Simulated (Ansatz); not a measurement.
`N[B]([GeH3])CF` and `NBCF` differ in one atom or group.

Ansatz, PBE0-D4/def2-TZVP geometries, multiplicity 1. Each molecule was computed in one conformer, which needn't be the lowest.

Scalar relativity is left out up to krypton.

```
                                          property  `N[B]([GeH3])CF`
                 LUMO energy (PBE/def2-TZVPP) / eV             -1.32
size of the dipole moment (ωB97M-V/def2-TZVPP) / D              3.98
               LUMO energy (B3LYP/def2-TZVPP) / eV             -0.61
                 HOMO energy (PBE/def2-TZVPP) / eV             -6.56
               HOMO energy (B3LYP/def2-TZVPP) / eV             -7.62
    size of the dipole moment (PBE/def2-TZVPP) / D              3.89
```

Problem. What does the change do to each property? (An estimate is asked.)

Solution. Computed: 
| property | `NBCF` | shift |
| --- | --- | --- |
| LUMO energy (PBE/def2-TZVPP) / eV | -0.51 | 0.81 |
| size of the dipole moment (ωB97M-V/def2-TZVPP) / D | 1.48 | -2.50 |
| LUMO energy (B3LYP/def2-TZVPP) / eV | 0.23 | 0.84 |
| HOMO energy (PBE/def2-TZVPP) / eV | -6.99 | -0.43 |
| HOMO energy (B3LYP/def2-TZVPP) / eV | -8.35 | -0.73 |
| size of the dipole moment (PBE/def2-TZVPP) / D | 1.44 | -2.45 |

With PBE0 the HOMO falls by 0.78 eV and the LUMO rises by 0.88 eV, so the gap widens by about 1.66 eV. PBE moves the HOMO by -0.43 eV and ωB97M-V by -1.02 eV. Dipoles are sizes alone; their direction can turn.

B3LYP here is the variant with VWN-RPA as its local correlation; programs differ in this.
